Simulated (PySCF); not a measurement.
Molecule: SMILES C1[C@H](C=C)CCC1=O, C7H10O.

Bonds (- single, = double, # triple, : aromatic): C1=C2, C2-C3, C3-C4, C4-C5, C5-C6, C6=O7, C6-C8, C8-C3. C1 carries H9, H10; C2 carries H11; C3 carries H12; C4 carries H13, H14; C5 carries H15, H16; C8 carries H17, H18. Stereochemistry as in C=C[C@@H]1CCC(=O)C1. H13, H15, H18 are cis to C2 on the ring; H10 is cis to C3; H14, H16, H17 are trans to C2 on the ring; H9 is trans to C3.

Frames of a GFN2-xTB Langevin trajectory at 200 K; GIAO PBE0/pcSseg-1 shieldings in PySCF, gas phase, non-relativistic; equivalent atoms averaged within each frame.

Scale: $^{13}$C (σref 186.93) and $^{1}$H (σref 31.72) against TMS; $^{17}$O (σref 336.08) against H2O (reference shieldings calculated alike). The references are static minima.

How do the shifts (ppm) fluctuate along the trajectory?

Results:


```csv
time (fs),C6,C2,C1,C8,C3,C4,C5,O7,H11,H9
250,214.8,155.0,127.5,50.0,46.5,41.1,35.7,658.5,6.19,5.75
425,231.8,151.6,122.1,47.1,46.9,31.3,43.3,711.2,5.85,5.47
625,219.2,153.4,126.1,56.0,46.7,31.2,34.8,677.0,6.51,6.28
800,218.1,147.2,114.7,53.9,46.2,37.5,33.9,674.1,5.91,4.57
1000,228.8,151.6,115.0,47.8,48.3,37.1,37.8,698.4,6.28,5.33
mean of frames,222.6,151.8,121.1,51.0,46.9,35.6,37.1,683.8,6.15,5.48
standard deviation,7.3,2.9,6.0,3.9,0.8,4.3,3.8,20.9,0.27,0.63
```

5 frames give an uncertainty of the mean of about the standard deviation over 2.2 at best, since frames this close in time may not be independent; classical motion lacks zero-point vibration, and the reference would need the same averaging.
